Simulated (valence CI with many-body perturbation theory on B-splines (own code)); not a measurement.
# Gd⁵⁹⁺: what the settings do

Computed by relativistic CI+MBPT: three valence electrons over a frozen Dirac-Fock core [He], radial functions for each j: 6 s, 6 p, 5 d, 3 f, 1 g, with the one-electron correlation potential Σ1 (screened to all orders), the two-electron term Σ2, the three-electron term Σ3, Breit, model QED; selected single and double excitations, second order for the rest (own B-spline code, finite nucleus).

The last digits are not significant, and no measured levels were compared; by estimate large intervals hold to a few tenths of a per cent, small ones and those within an open d or f shell to about a per cent.

The reference run has the lowest level (2s^2 2p1/2) J=1/2 and an ionisation energy of 13515.2 eV. Its largest variational space holds 3566 state functions.

Levels are named by their leading jj configuration (3d3/2^4 stands for four electrons in 3d with j = 3/2), which in mixed levels can hold well under half, so a name can repeat and another be missing. Letters in brackets count levels of one name in rising energy.

Changed runs:
A. Breit term on → off
B. screening of Σ1 on → off
C. lowest core n in screening and Σ2 1 → 2
D. Davidson tolerance 2e-05 → 0.03 (bad on purpose)

Excitation energies of the reference run in cm⁻¹, and shifts in cm⁻¹:

| Level | Reference | A | B | D |
| --- | --- | --- | --- | --- |
| (2s 2p1/2^2) J=1/2 | 1716860 | -97135 | +0.4 | 0 |
| (2s^2 2p3/2) J=3/2 | 6127530 | +92866 | -0.3 | 0 |
| (2s 2p1/2 2p3/2) J=3/2 [a] | 7327180 | +1172 | +0.1 | 0 |
| (2s 2p1/2 2p3/2) J=5/2 | 7625130 | +55206 | +0.1 | 0 |
| (2s 2p1/2 2p3/2) J=1/2 | 8108460 | -2584 | 0 | 0 |
| (2s 2p1/2 2p3/2) J=3/2 [b] | 8121800 | +29170 | 0 | 0 |
| (2p1/2^2 2p3/2) J=3/2 | 9923900 | -76685 | +0.4 | 0 |
| (2s 2p3/2^2) J=5/2 | 13599700 | +123688 | -0.3 | +0.1 |
| (2s 2p3/2^2) J=1/2 | 14332100 | +69546 | -0.3 | 0 |
| (2s 2p3/2^2) J=3/2 | 14339100 | +107390 | -0.3 | 0 |
| (2p1/2 2p3/2^2) J=3/2 | 15726400 | +13554 | +0.1 | 0 |
| (2p1/2 2p3/2^2) J=5/2 | 15902300 | +66278 | +0.1 | 0 |
| Ionisation energy (eV) | 13515.2 | +20.2 | -0.0012 | 0 |

Run C: It gave no result: the setting left no core shell for the response of the core. The program said: "need at least one array to concatenate".
